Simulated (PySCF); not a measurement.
Compound: GeH7PSi.
Atom-mapped SMILES: `[SiH3:1][GeH2:2][PH2:3]` (hydrogens: H4, H5, H6 on Si1; H7, H8 on Ge2; H9, H10 on P3)

A GFN2-xTB structure was refined with PySCF, PBE0-D3(BJ)/def2-SVP geometry optimisation, gas phase. Its GFN2-xTB values:

| coordinate | GFN2-xTB |
| --- | --- |
| Si1–Ge2 | 2.360 Å |
| Si1–H4 | 1.457 Å |
| Ge2–P3 | 2.327 Å |
| Ge2–H7 | 1.523 Å |
| P3–H9 | 1.377 Å |
| Si1–Ge2–P3 | 118.8° |
| Ge2–Si1–H4 | 111.9° |
| Ge2–Si1–H5 | 108.7° |
| Ge2–P3–H9 | 93.2° |
| P3–Ge2–H7 | 109.6° |
| P3–Ge2–H8 | 104.4° |
| H7–Ge2–H8 | 100.3° |
| H9–P3–H10 | 91.1° |

Task: How do these coordinates change at the PBE0-D3(BJ)/def2-SVP level?

Result: 
| coordinate | PBE0-D3(BJ)/def2-SVP (Å or °) | change |
| --- | --- | --- |
| P3–H9 | 1.430 | +0.053 |
| Si1–H4 | 1.495 | +0.038 |
| Si1–Ge2 | 2.384 | +0.024 |
| Ge2–H7 | 1.543 | +0.020 |
| Ge2–P3 | 2.334 | +0.007 |
| Si1–Ge2–P3 | 107.9 | -10.9 |
| H7–Ge2–H8 | 108.5 | +8.2 |
| P3–Ge2–H8 | 107.4 | +3.0 |
| P3–Ge2–H7 | 112.4 | +2.8 |
| H9–P3–H10 | 93.2 | +2.1 |
| Ge2–P3–H9 | 94.5 | +1.3 |
| Ge2–Si1–H4 | 110.8 | -1.1 |
| Ge2–Si1–H5 | 109.8 | +1.1 |

The energy falls by 3.4 kcal/mol over 7 energy and gradient evaluations, the largest force component goes from 0.0214 to 3.5e-04 Eh/bohr, and the atoms move by 0.134 Å rms after alignment. The bond that changes most is P3–H9 (three-coordinate phosphorus to P–H hydrogen), which lengthens by 0.053 Å. Bonds longer at the end by more than 0.005 Å: 9 of 9; shorter: 0. Among the dihedrals that turn most is H7–Ge2–P3–H9, from -27° to -39°. Rotational constants go from 7773, 1826, 1546 to 6090, 2021, 1594 MHz.

The run used 103 basis functions and 40 SCF cycles in all. The run took 30 s of wall time on an Arm Neoverse V1 with one thread, no GPU, shared host with 32 logical CPUs at a one-minute load of 26, and the process peaked at 0.43 GiB of memory.

No PBE0-D3(BJ)/def2-SVP frequencies stand behind this structure, so it isn't proved a minimum. One conformer, not necessarily the lowest.
